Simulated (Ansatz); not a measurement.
CH$_{6}$InNOS (`C[O][In]([NH2])[SH]`), 11 atoms. Total charge 0; spin multiplicity 1. Correlated methods include outer-core shells of In, which these sets cover unevenly. In: def2 effective core potential. All runs use 4 threads of a server CPU on a shared host. Correlated methods freeze the cores.

Problem. Give the basis size and wall time and peak host memory of each of these runs in Ansatz. RKS PBE0-D4/def2-TZVP frequencies; direct RPA on PBE orbitals/def2-TZVPP energy; RKS B2PLYP (frozen core)/def2-TZVPP energy; RKS ωB97M-V/def2-SVP energy; RKS HSE06 (plane-wave form)-D4/def2-TZVPP energy; RHF-CCSD(T)/def2-TZVPP energy; RKS r2SCAN0-D4/def2-TZVPP energy; RHF-MP2/def2-QZVPP energy; RKS PBE-QIDH (frozen core)/def2-TZVPP energy; RKS ωB97M-V/def2-QZVPP energy; RKS PBE0-D4/def2-QZVPP energy; RHF-CCSD(T)/def2-SVP energy. (Best estimate.)

Solution. Ansatz gave: Other jobs shared the machine, so times are rough.

```json
{"level": "RKS HSE06 (plane-wave form)-D4/def2-TZVPP", "job": "energy", "functions": "269", "wall time": "8.5 s", "peak host memory (GiB)": "0.83"}
{"level": "RKS ωB97M-V/def2-SVP", "job": "energy", "functions": "116", "wall time": "8.5 s", "peak host memory (GiB)": "0.41"}
{"level": "RKS r2SCAN0-D4/def2-TZVPP", "job": "energy", "functions": "269", "wall time": "12 s", "peak host memory (GiB)": "0.82"}
{"level": "direct RPA on PBE orbitals/def2-TZVPP", "job": "energy", "functions": "269", "wall time": "14 s", "peak host memory (GiB)": "0.77"}
{"level": "RKS B2PLYP (frozen core)/def2-TZVPP", "job": "energy", "functions": "269", "wall time": "15 s", "peak host memory (GiB)": "0.79"}
{"level": "RKS PBE-QIDH (frozen core)/def2-TZVPP", "job": "energy", "functions": "269", "wall time": "17 s", "peak host memory (GiB)": "0.78"}
{"level": "RHF-CCSD(T)/def2-SVP", "job": "energy", "functions": "116", "wall time": "19 s", "peak host memory (GiB)": "0.7"}
{"level": "RKS PBE0-D4/def2-QZVPP", "job": "energy", "functions": "503", "wall time": "20 s", "peak host memory (GiB)": "2"}
{"level": "RKS ωB97M-V/def2-QZVPP", "job": "energy", "functions": "503", "wall time": "34 s", "peak host memory (GiB)": "2.4"}
{"level": "RHF-MP2/def2-QZVPP", "job": "energy", "functions": "503", "wall time": "42 s", "peak host memory (GiB)": "3.2"}
{"level": "RKS PBE0-D4/def2-TZVP", "job": "frequencies", "functions": "216", "wall time": "6.7 min", "peak host memory (GiB)": "0.68"}
{"level": "RHF-CCSD(T)/def2-TZVPP", "job": "energy", "functions": "269", "wall time": "6.9 min", "peak host memory (GiB)": "7.5"}
```
